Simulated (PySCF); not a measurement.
Computed with PBE-D3(BJ)/def2-TZVP // B3LYP-D3(BJ)/def2-TZVP in PySCF 2.14.0. All species are isolated molecules in the gas phase. 

Reference species (SMILES): `Cl[B]Cl` (neutral, multiplicity 2).

| Quantity | Result |
|---|---|
| dipole moment | 0.42 D |

Changed species: `[BH2]` (radical fragment; the reference has radical fragment).

Problem. Give the shifts of the dipole moment.

Solution. the dipole moment goes up by 0.09 D, to 0.51 D.
